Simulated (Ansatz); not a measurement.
CH9FGe2Si (SMILES C[Si](F)([GeH3])[GeH3]), singlet, at a GFN2-xTB geometry; PBE/def2-SVPD (Ansatz, an electronic-structure program).

Ansatz was given this input:
Ansatz 0.2 input:
```yaml
crystal:
  periodic: [false, false, false]
  atoms:
    - {symbol: C, position_ang: [-1.18159601, -2.06064413, -0.43930336]}
    - {symbol: Si, position_ang: [-0.35612523, -0.51148167, 0.28150785]}
    - {symbol: F, position_ang: [-0.64650164, -0.56639444, 1.87889182]}
    - {symbol: Ge, position_ang: [-1.37631603, 1.45024912, -0.49134648]}
    - {symbol: Ge, position_ang: [1.97331694, -0.58535973, 0.04758059]}
    - {symbol: H, position_ang: [-0.76315363, -2.96555986, -0.00595964]}
    - {symbol: H, position_ang: [-1.03822779, -2.10966077, -1.51553360]}
    - {symbol: H, position_ang: [-2.25124404, -2.06123093, -0.24538057]}
    - {symbol: H, position_ang: [-1.98463386, 2.32722354, 0.55755631]}
    - {symbol: H, position_ang: [-0.44913795, 2.36158583, -1.23868335]}
    - {symbol: H, position_ang: [-2.49186291, 1.20931892, -1.46399414]}
    - {symbol: H, position_ang: [2.53766691, 0.54647162, -0.75813219]}
    - {symbol: H, position_ang: [2.75907354, -0.55557970, 1.32077795]}
    - {symbol: H, position_ang: [2.47133458, -1.80687086, -0.66545844]}
basis:
  gaussian:
    orbitals: def2-SVPD
hamiltonian:
  xc: pbe
```

Output, abridged:

```
Functional definition: PBE
1976 factors; their error is unknown
mean field evaluation 1: about -124762.1523 eV, gradient 6.7e1 eV
mean field evaluation 2: about -124745.8294 eV, gradient 1.1e2 eV
mean field evaluation 4: about -124771.1358 eV, gradient 8.9e0 eV
mean field evaluation 8: about -124771.2949 eV, gradient 1.2e-1 eV
mean field evaluation 16: about -124771.2377 eV, gradient 2.2e-4 eV
mean field -124771.23770103 eV, -4585.2584125302 hartree, gradient 4.1e-5 eV, S^2 0.000000; 0 other end points of the search recorded, 0 dependent functions left out
reference -124771.23775769 eV, -4585.2584146126 hartree; 51, 51 occupied and 164, 164 virtual orbitals, 1976 factors
Total energy: -124771.23775769 eV, -4585.2584146126 hartree
```
